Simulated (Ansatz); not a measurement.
Relaxation of SiMe(OAc)3 (C7H12O6Si) with RKS PBE-D4/def2-SVP.

```sh
$ ansatz run in.yaml --threads 4 --pin off --events-out ev --progress --plain --max-ram 6963MiB
```

```yaml
crystal:
  periodic: [false, false, false]
  atoms:
    - {symbol: Si, position_ang: [0.309260, -0.135670, 0.623290]}
    - {symbol: C, position_ang: [0.228980, -0.615920, 2.445200]}
    - {symbol: H, position_ang: [0.746030, -1.552800, 2.628560]}
    - {symbol: H, position_ang: [-0.798080, -0.731730, 2.778920]}
    - {symbol: H, position_ang: [0.700490, 0.147460, 3.055110]}
    - {symbol: O, position_ang: [1.788110, 0.278000, 0.032010]}
    - {symbol: C, position_ang: [2.682900, 1.084400, 0.615650]}
    - {symbol: C, position_ang: [3.903260, 1.268280, -0.237610]}
    - {symbol: O, position_ang: [2.507890, 1.573240, 1.694530]}
    - {symbol: H, position_ang: [4.567000, 1.998450, 0.214740]}
    - {symbol: H, position_ang: [3.604270, 1.589330, -1.231960]}
    - {symbol: H, position_ang: [4.413850, 0.312220, -0.332020]}
    - {symbol: O, position_ang: [-0.656780, 1.125070, 0.177190]}
    - {symbol: C, position_ang: [-1.986430, 0.993610, 0.042520]}
    - {symbol: C, position_ang: [-2.575320, 2.073050, -0.806730]}
    - {symbol: O, position_ang: [-2.587830, 0.089320, 0.552430]}
    - {symbol: H, position_ang: [-3.653240, 2.104640, -0.681440]}
    - {symbol: H, position_ang: [-2.336970, 1.830230, -1.841650]}
    - {symbol: H, position_ang: [-2.122980, 3.029950, -0.563030]}
    - {symbol: O, position_ang: [-0.100650, -1.484240, -0.229850]}
    - {symbol: C, position_ang: [-0.920100, -1.576470, -1.287040]}
    - {symbol: C, position_ang: [-1.526340, -2.942760, -1.398700]}
    - {symbol: O, position_ang: [-1.135930, -0.660350, -2.028170]}
    - {symbol: H, position_ang: [-1.940330, -3.089000, -2.391400]}
    - {symbol: H, position_ang: [-2.325740, -3.005990, -0.662190]}
    - {symbol: H, position_ang: [-0.785330, -3.702300, -1.168350]}
basis:
  gaussian: {orbitals: def2-SVP}
hamiltonian: {xc: pbe, dispersion: d4}
scf: {lower_state_search: "off"}
output: {orbitals: {seedname: orbitals}}
relax: {f_tol: 0.03, max_steps: 70}
```

Run time 60 s (4 threads of Arm Neoverse V1 on a shared host).

Positions (Å) and forces (eV/Å) at steps 1, 2, 3, 4, 5, 6, 7, 8, 9, 10, 12 of 12:

```xyz
26
step=1 energy=-27576.8221 eV
Si    0.309   -0.136    0.623   -0.433   -0.668    2.293
C     0.229   -0.616    2.445    0.196    0.473   -1.017
H     0.746   -1.553    2.629    0.412   -0.687    0.010
H    -0.798   -0.732    2.779   -0.769   -0.067    0.007
H     0.700    0.147    3.055    0.364    0.593    0.370
O     1.788    0.278    0.032    0.671   -0.413   -1.048
C     2.683    1.084    0.616    0.840    0.043   -0.682
C     3.903    1.268   -0.238   -0.321    0.064    0.326
O     2.508    1.573    1.695   -0.239    0.757    1.493
H     4.567    1.998    0.215    0.383    0.409    0.268
H     3.604    1.589   -1.232   -0.133    0.159   -0.680
H     4.414    0.312   -0.332    0.342   -0.604   -0.144
O    -0.657    1.125    0.177    0.286    1.305   -0.281
C    -1.986    0.994    0.043   -0.186    0.985   -0.411
C    -2.575    2.073   -0.807    0.045   -0.254    0.315
O    -2.588    0.089    0.552   -0.895   -1.252    0.677
H    -3.653    2.105   -0.681   -0.625    0.010    0.064
H    -2.337    1.830   -1.842    0.175   -0.114   -0.640
H    -2.123    3.030   -0.563    0.270    0.637    0.076
O    -0.101   -1.484   -0.230    0.230   -1.106    0.205
C    -0.920   -1.576   -1.287   -0.185   -1.072   -0.131
C    -1.526   -2.943   -1.399    0.232    0.382   -0.114
O    -1.136   -0.660   -2.028   -0.301    1.141   -1.053
H    -1.940   -3.089   -2.391   -0.266   -0.081   -0.574
H    -2.326   -3.006   -0.662   -0.504   -0.096    0.491
H    -0.785   -3.702   -1.168    0.411   -0.546    0.178
26
step=2 energy=-27577.1106 eV
Si    0.297   -0.149    0.630   -0.195   -0.363    1.279
C     0.243   -0.593    2.441    0.042    0.146   -0.387
H     0.782   -1.538    2.621    0.096   -0.165    0.018
H    -0.808   -0.721    2.745   -0.181   -0.044    0.014
H     0.708    0.201    3.046    0.074    0.145    0.040
O     1.801    0.263    0.043    0.599   -0.133   -0.559
C     2.701    1.089    0.629    0.208    0.291    0.064
C     3.929    1.266   -0.225   -0.106   -0.004    0.144
O     2.508    1.613    1.706   -0.011    0.093    0.163
H     4.596    2.013    0.226    0.103    0.104    0.073
H     3.636    1.571   -1.243   -0.036    0.034   -0.176
H     4.453    0.299   -0.312    0.103   -0.166   -0.055
O    -0.668    1.142    0.194   -0.093    0.768   -0.217
C    -2.019    1.038    0.095   -0.185   -0.032   -0.205
C    -2.604    2.110   -0.778   -0.006   -0.036    0.207
O    -2.631    0.124    0.610   -0.141   -0.157    0.149
H    -3.695    2.144   -0.658   -0.166    0.011    0.017
H    -2.356    1.847   -1.821    0.069   -0.042   -0.168
H    -2.147    3.087   -0.556    0.064    0.179   -0.003
O    -0.113   -1.517   -0.234   -0.019   -0.588   -0.002
C    -0.900   -1.627   -1.335   -0.290   -0.049   -0.243
C    -1.528   -2.992   -1.429    0.156    0.110   -0.078
O    -1.099   -0.710   -2.103    0.026    0.101   -0.109
H    -1.941   -3.150   -2.434   -0.070   -0.028   -0.153
H    -2.347   -3.033   -0.689   -0.125   -0.021    0.137
H    -0.800   -3.777   -1.170    0.083   -0.153    0.049
26
step=3 energy=-27577.1683 eV
Si    0.288   -0.159    0.646   -0.048   -0.049    0.217
C     0.241   -0.569    2.447   -0.003   -0.003   -0.006
H     0.807   -1.503    2.645   -0.030    0.071    0.006
H    -0.819   -0.718    2.742    0.070    0.002    0.010
H     0.688    0.261    3.032   -0.035   -0.052   -0.034
O     1.820    0.244    0.044    0.189   -0.007   -0.175
C     2.708    1.112    0.614    0.001   -0.032    0.240
C     3.958    1.249   -0.221   -0.032    0.023   -0.032
O     2.501    1.667    1.676   -0.013   -0.026   -0.193
H     4.628    2.004    0.227   -0.024   -0.029   -0.021
H     3.688    1.532   -1.259    0.026   -0.009    0.055
H     4.477    0.269   -0.281   -0.047    0.046    0.008
O    -0.679    1.154    0.183   -0.071    0.173   -0.204
C    -2.038    1.047    0.090   -0.096    0.067    0.395
C    -2.637    2.150   -0.739    0.030   -0.081   -0.096
O    -2.653    0.147    0.636    0.097    0.027   -0.185
H    -3.731    2.196   -0.589    0.062   -0.019   -0.004
H    -2.418    1.897   -1.799   -0.031    0.061    0.025
H    -2.159    3.126   -0.523   -0.010   -0.070    0.005
O    -0.142   -1.550   -0.213   -0.159   -0.136    0.054
C    -0.910   -1.659   -1.340    0.219    0.078   -0.377
C    -1.512   -3.036   -1.466   -0.073    0.026    0.081
O    -1.063   -0.749   -2.132   -0.057   -0.110    0.236
H    -1.889   -3.198   -2.493    0.025    0.026    0.065
H    -2.364   -3.089   -0.753    0.043   -0.042   -0.048
H    -0.788   -3.823   -1.175   -0.032    0.066   -0.020
26
step=4 energy=-27577.1911 eV
Si    0.254   -0.183    0.657    0.031   -0.015   -0.058
C     0.221   -0.473    2.490   -0.028   -0.080    0.148
H     0.838   -1.356    2.777   -0.085    0.164   -0.135
H    -0.823   -0.656    2.827    0.115    0.030   -0.110
H     0.628    0.421    3.009   -0.056   -0.116   -0.117
O     1.814    0.120    0.009   -0.069   -0.005    0.090
C     2.660    1.034    0.573   -0.071   -0.118   -0.157
C     3.918    1.195   -0.241    0.023    0.004    0.029
O     2.394    1.625    1.600    0.034    0.147    0.084
H     4.576    1.958    0.210   -0.033   -0.013    0.017
H     3.655    1.480   -1.279   -0.005    0.001   -0.013
H     4.451    0.225   -0.302   -0.004   -0.013   -0.007
O    -0.643    1.177    0.122    0.054    0.013    0.088
C    -2.003    1.073    0.089    0.200   -0.140   -0.078
C    -2.639    2.203   -0.674    0.000   -0.038   -0.016
O    -2.574    0.118    0.589   -0.154    0.132    0.021
H    -3.730    2.210   -0.509   -0.014    0.005    0.007
H    -2.431    2.041   -1.756    0.004   -0.019    0.112
H    -2.185    3.173   -0.395   -0.012   -0.010    0.005
O    -0.221   -1.608   -0.138   -0.026   -0.004   -0.064
C    -0.880   -1.696   -1.343    0.066    0.147    0.427
C    -1.451   -3.077   -1.536   -0.034    0.005   -0.059
O    -1.005   -0.748   -2.088   -0.024   -0.117   -0.155
H    -1.799   -3.202   -2.576    0.007   -0.011   -0.013
H    -2.315   -3.200   -0.846    0.080    0.049   -0.033
H    -0.708   -3.852   -1.268    0.002    0.004   -0.014
26
step=5 energy=-27577.2065 eV
Si    0.257   -0.180    0.659    0.022    0.047   -0.045
C     0.210   -0.494    2.480    0.022   -0.051    0.057
H     0.823   -1.382    2.743   -0.038    0.073   -0.037
H    -0.838   -0.678    2.794    0.055    0.020   -0.039
H     0.617    0.390    3.010   -0.030   -0.048   -0.030
O     1.814    0.132    0.020    0.004   -0.021    0.086
C     2.658    1.058    0.566   -0.109    0.043   -0.052
C     3.923    1.192   -0.243    0.026   -0.024    0.028
O     2.387    1.687    1.571    0.021   -0.033   -0.056
H     4.574    1.968    0.197   -0.013   -0.014   -0.002
H     3.671    1.449   -1.292   -0.002   -0.003    0.021
H     4.454    0.219   -0.272   -0.009    0.017   -0.007
O    -0.645    1.178    0.141   -0.010   -0.005    0.015
C    -2.006    1.082    0.113    0.087   -0.107   -0.024
C    -2.634    2.201   -0.671   -0.002   -0.010    0.000
O    -2.592    0.148    0.634   -0.030    0.095   -0.017
H    -3.725    2.219   -0.504    0.009    0.002    0.001
H    -2.428    2.010   -1.746    0.000    0.002    0.063
H    -2.172    3.173   -0.413   -0.012   -0.014   -0.004
O    -0.211   -1.602   -0.141   -0.094   -0.008   -0.066
C    -0.879   -1.694   -1.339    0.128    0.066    0.167
C    -1.448   -3.075   -1.532   -0.034    0.006   -0.018
O    -0.999   -0.757   -2.100   -0.031   -0.044   -0.026
H    -1.790   -3.205   -2.573    0.007    0.004    0.010
H    -2.314   -3.189   -0.845    0.035    0.002   -0.019
H    -0.707   -3.850   -1.255   -0.002    0.005   -0.007
26
step=6 energy=-27577.2178 eV
Si    0.249   -0.188    0.686   -0.025    0.004    0.021
C     0.199   -0.503    2.508    0.035    0.015   -0.045
H     0.802   -1.397    2.766   -0.006    0.000   -0.013
H    -0.853   -0.678    2.808    0.015    0.013    0.008
H     0.609    0.373    3.049   -0.035   -0.021   -0.035
O     1.812    0.061    0.037   -0.031   -0.027    0.006
C     2.602    1.068    0.506   -0.001    0.072    0.102
C     3.893    1.172   -0.263   -0.005   -0.004   -0.011
O     2.273    1.781    1.437   -0.007   -0.056   -0.077
H     4.526    1.966    0.168    0.006   -0.001    0.002
H     3.672    1.395   -1.325    0.001    0.004   -0.011
H     4.423    0.199   -0.245    0.011   -0.006    0.001
O    -0.627    1.176    0.153    0.040    0.019    0.018
C    -1.986    1.105    0.135   -0.075   -0.002    0.014
C    -2.603    2.226   -0.653    0.004    0.005   -0.011
O    -2.593    0.197    0.678    0.029    0.015    0.004
H    -3.693    2.258   -0.485    0.005   -0.006    0.003
H    -2.397    2.027   -1.725    0.002    0.007   -0.002
H    -2.131    3.194   -0.400    0.005    0.002    0.001
O    -0.263   -1.605   -0.099    0.074   -0.026    0.141
C    -0.875   -1.695   -1.313   -0.082    0.002   -0.165
C    -1.404   -3.086   -1.556    0.013   -0.001    0.017
O    -0.992   -0.757   -2.075    0.021   -0.002    0.038
H    -1.731   -3.188   -2.606    0.003   -0.002    0.001
H    -2.270   -3.254   -0.882    0.002    0.000    0.001
H    -0.642   -3.847   -1.302    0.002   -0.005   -0.008
26
step=7 energy=-27577.2180 eV
Si    0.227   -0.190    0.678    0.039   -0.013    0.025
C     0.186   -0.496    2.499    0.032    0.011   -0.010
H     0.804   -1.382    2.748    0.001    0.014    0.015
H    -0.859   -0.685    2.812   -0.023   -0.003   -0.006
H     0.583    0.387    3.035    0.005   -0.016   -0.011
O     1.797    0.032    0.029   -0.006    0.003    0.012
C     2.578    1.049    0.495   -0.031    0.012    0.036
C     3.874    1.157   -0.263    0.007   -0.008   -0.011
O     2.231    1.767    1.415    0.015   -0.005   -0.033
H     4.501    1.955    0.171    0.000    0.002    0.002
H     3.658    1.380   -1.328    0.005    0.002   -0.003
H     4.409    0.188   -0.243    0.000   -0.003    0.001
O    -0.620    1.178    0.117   -0.111    0.057    0.019
C    -1.985    1.158    0.170    0.200   -0.011   -0.007
C    -2.597    2.261   -0.641   -0.013    0.011   -0.002
O    -2.588    0.298    0.785   -0.080   -0.084    0.031
H    -3.683    2.314   -0.456   -0.005    0.007   -0.004
H    -2.405    2.027   -1.708   -0.007    0.021   -0.028
H    -2.106    3.228   -0.421    0.006    0.018   -0.008
O    -0.287   -1.620   -0.082   -0.019   -0.025    0.026
C    -0.877   -1.717   -1.311   -0.010    0.014    0.003
C    -1.362   -3.118   -1.575    0.008   -0.008   -0.001
O    -1.005   -0.772   -2.061   -0.018    0.017   -0.047
H    -1.690   -3.213   -2.625   -0.003   -0.001    0.002
H    -2.214   -3.333   -0.898   -0.001   -0.002    0.001
H    -0.571   -3.856   -1.342    0.009   -0.009   -0.002
26
step=8 energy=-27577.2205 eV
Si    0.230   -0.192    0.689   -0.009   -0.024   -0.034
C     0.191   -0.497    2.510    0.011    0.007   -0.012
H     0.804   -1.384    2.766   -0.006    0.005    0.002
H    -0.857   -0.679    2.819    0.001    0.001    0.007
H     0.592    0.387    3.041   -0.004   -0.001    0.001
O     1.799    0.027    0.037   -0.001    0.018    0.045
C     2.573    1.057    0.486   -0.052    0.084    0.022
C     3.873    1.153   -0.268    0.012   -0.014    0.005
O     2.216    1.801    1.382    0.035   -0.095   -0.072
H     4.498    1.957    0.157    0.002   -0.003   -0.002
H     3.665    1.359   -1.338   -0.003   -0.002    0.013
H     4.408    0.183   -0.230   -0.001    0.008    0.001
O    -0.621    1.183    0.144   -0.067   -0.011    0.037
C    -1.984    1.139    0.157   -0.019   -0.105    0.017
C    -2.591    2.262   -0.635   -0.008    0.013   -0.003
O    -2.596    0.248    0.723    0.092    0.119   -0.056
H    -3.681    2.303   -0.466    0.007    0.004   -0.003
H    -2.385    2.062   -1.708   -0.004    0.001    0.021
H    -2.110    3.228   -0.383   -0.005   -0.014    0.000
O    -0.293   -1.617   -0.077    0.007    0.011    0.035
C    -0.882   -1.711   -1.306    0.021   -0.008   -0.078
C    -1.364   -3.114   -1.574   -0.015    0.006    0.025
O    -1.006   -0.767   -2.060   -0.004   -0.009    0.036
H    -1.688   -3.207   -2.625   -0.001    0.002    0.005
H    -2.220   -3.328   -0.901    0.012   -0.004   -0.008
H    -0.573   -3.853   -1.339    0.001    0.012   -0.002
26
step=9 energy=-27577.2208 eV
Si    0.228   -0.192    0.685   -0.004   -0.041   -0.035
C     0.187   -0.493    2.506    0.004    0.013   -0.012
H     0.802   -1.378    2.764   -0.005    0.000    0.001
H    -0.861   -0.677    2.814    0.000   -0.001    0.008
H     0.586    0.392    3.038   -0.003    0.002   -0.003
O     1.797    0.030    0.035    0.003    0.014    0.037
C     2.573    1.058    0.485   -0.044    0.065    0.011
C     3.874    1.150   -0.269    0.011   -0.012    0.002
O     2.219    1.801    1.383    0.023   -0.076   -0.055
H     4.500    1.953    0.155    0.001   -0.003   -0.002
H     3.665    1.356   -1.339   -0.002   -0.002    0.012
H     4.407    0.179   -0.229   -0.001    0.006    0.001
O    -0.626    1.179    0.133   -0.047    0.005    0.039
C    -1.988    1.140    0.152   -0.012   -0.091    0.016
C    -2.595    2.272   -0.625   -0.024    0.017    0.004
O    -2.600    0.247    0.716    0.071    0.092   -0.044
H    -3.684    2.313   -0.453    0.004    0.007    0.000
H    -2.393    2.088   -1.701    0.005   -0.011   -0.006
H    -2.112    3.233   -0.363   -0.003    0.002    0.007
O    -0.293   -1.620   -0.076    0.022    0.001    0.056
C    -0.871   -1.720   -1.310    0.007   -0.029   -0.055
C    -1.360   -3.121   -1.573   -0.011    0.002    0.023
O    -0.982   -0.782   -2.071   -0.008    0.036   -0.001
H    -1.682   -3.216   -2.624    0.000   -0.003    0.003
H    -2.217   -3.331   -0.900    0.009    0.000   -0.004
H    -0.573   -3.863   -1.334    0.004    0.007   -0.003
26
step=10 energy=-27577.2207 eV rejected
Si    0.227   -0.192    0.683   -0.011    0.004   -0.032
C     0.188   -0.489    2.505   -0.002   -0.004   -0.002
H     0.804   -1.372    2.766   -0.003    0.001    0.003
H    -0.859   -0.672    2.816    0.006    0.002    0.003
H     0.587    0.399    3.031   -0.001    0.005    0.004
O     1.794    0.036    0.032   -0.024    0.016   -0.018
C     2.571    1.064    0.480    0.073   -0.092    0.073
C     3.877    1.146   -0.267   -0.015    0.025   -0.036
O     2.225    1.797    1.386   -0.028    0.040   -0.017
H     4.508    1.943    0.162   -0.004   -0.001   -0.004
H     3.675    1.355   -1.337    0.012   -0.002    0.002
H     4.402    0.171   -0.226   -0.014    0.006    0.006
O    -0.630    1.181    0.140   -0.001   -0.031   -0.008
C    -1.991    1.132    0.143   -0.026    0.047    0.085
C    -2.598    2.272   -0.625    0.004   -0.010   -0.041
O    -2.603    0.237    0.702    0.026    0.010   -0.043
H    -3.688    2.313   -0.452    0.006   -0.004   -0.001
H    -2.396    2.096   -1.702   -0.007    0.008    0.018
H    -2.116    3.231   -0.353   -0.003   -0.021    0.002
O    -0.288   -1.620   -0.079    0.011    0.004   -0.006
C    -0.872   -1.718   -1.312   -0.043    0.033   -0.025
C    -1.357   -3.122   -1.572    0.010    0.003   -0.005
O    -0.997   -0.776   -2.068    0.025   -0.042    0.042
H    -1.690   -3.218   -2.620    0.002   -0.001    0.003
H    -2.207   -3.334   -0.891    0.008    0.001    0.000
H    -0.564   -3.859   -1.341   -0.002    0.003   -0.003
26
step=12 energy=-27577.2218 eV
Si    0.220   -0.193    0.688    0.010   -0.002    0.001
C     0.186   -0.484    2.511   -0.003    0.003    0.000
H     0.811   -1.360    2.776    0.000   -0.003   -0.001
H    -0.857   -0.674    2.828    0.002    0.003   -0.002
H     0.580    0.410    3.032   -0.002   -0.001    0.000
O     1.787    0.029    0.035   -0.005    0.001    0.004
C     2.570    1.052    0.483    0.000    0.002   -0.001
C     3.870    1.137   -0.274    0.000   -0.002    0.000
O     2.225    1.792    1.385    0.000    0.000   -0.002
H     4.500    1.939    0.147   -0.001   -0.001   -0.001
H     3.661    1.339   -1.344    0.000   -0.001    0.000
H     4.398    0.164   -0.230    0.001   -0.001   -0.001
O    -0.633    1.183    0.147    0.000    0.006   -0.009
C    -1.995    1.140    0.153   -0.004   -0.011    0.011
C    -2.599    2.275   -0.624    0.001    0.003   -0.001
O    -2.608    0.245    0.708   -0.002    0.007   -0.006
H    -3.689    2.317   -0.454   -0.002   -0.001    0.000
H    -2.395    2.093   -1.699    0.001    0.000    0.003
H    -2.118    3.235   -0.356    0.000   -0.001    0.000
O    -0.299   -1.621   -0.071    0.001   -0.001    0.003
C    -0.867   -1.717   -1.311    0.000   -0.002    0.008
C    -1.347   -3.120   -1.580    0.003    0.000   -0.002
O    -0.977   -0.774   -2.067   -0.002    0.005   -0.002
H    -1.679   -3.212   -2.629   -0.001    0.000    0.000
H    -2.194   -3.343   -0.899   -0.001    0.000    0.001
H    -0.550   -3.853   -1.354    0.003   -0.002   -0.003
```
